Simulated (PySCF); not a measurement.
## Badger's rule along the third period: bonds to I

r²SCAN in PySCF with def2-SVPD on every atom (core potentials on I), for the lowest determinant that a PBE0 search found; no spin–orbit coupling. Badger's rule says that Re = d + c·k^(−1/3) for bonds between atoms of fixed rows.

```
molecule  state (unpaired electrons)  Re (Å)  k (mdyn/Å)
      PI              triplet (π ↑↑)   2.402        1.97
     AlI      singlet (closed shell)   2.561           ?
     MgI               doublet (σ ↑)   2.620           ?
     NaI      singlet (closed shell)   2.743       0.707
```

Task: Fix c and d from PI and NaI.

Result: c = (2.743 − 2.402)/(0.707^(−1/3) − 1.97^(−1/3)) = 1.050, d = 2.402 − c·1.97^(−1/3) = 1.565 Å.

Task: Predict k of the others and set the computed values beside them.

Result: 

```json
{"molecule": "AlI", "k by the rule": "1.17", "k computed": "1.27", "difference (%)": "-8"}
{"molecule": "MgI", "k by the rule": "0.984", "k computed": "1.07", "difference (%)": "-8"}
```

The rule misses by 8 % on average, well for two fitted constants.

Spin–orbit coupling is left out. States were picked by a PBE0 search and need not be the measured ground states.
